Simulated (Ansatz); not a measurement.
# Ligand exchange: C4H10BCl + C2H8OSi2 → C4H11BO + C2H7ClSi2

Species: C4H10BCl (chlorodiethylborane) `CCB(Cl)CC`, singlet; C2H8OSi2 `C=C[SiH2][SiH2]O`, singlet; C4H11BO `CCB(O)CC`, singlet; C2H7ClSi2 `C=C[SiH2][SiH2]Cl`, singlet. The partners trade Cl for OH: B–Cl and Si–OH bonds give way to B–OH and Si–Cl.

Shapes, held fixed at every level: PBE0-D4/def2-TZVP. Flexible molecules stand in one conformer, not always the lowest. Programs: Ansatz 0.2.0. Electronic energies: no zero-point or thermal term.

Question: Estimate ΔE of this reaction.

Answer: MP2/def2-TZVPP gives ΔE = -44.3 kJ/mol; the levels span -59.2 to -44.3. The median of the levels is -48.7. No measured value is set beside it here. 

| level | kind | ΔE (kJ/mol) |
| --- | --- | --- |
| HF/def2-TZVPP | Hartree–Fock | -48.8 |
| B3LYP-D4/def2-TZVPP | global hybrid | -48.6 |
| BHLYP-D4/def2-TZVPP | global hybrid | -49.1 |
| r2SCAN0-D4/def2-TZVPP | global hybrid | -46.7 |
| wB97M-V/def2-TZVPP | range-separated hybrid | -48.8 |
| B2PLYP/def2-TZVPP | double hybrid | -47.1 |
| MP2/def2-SVP | perturbation theory | -59.2 |
| MP2/def2-TZVPP | perturbation theory | -44.3 |
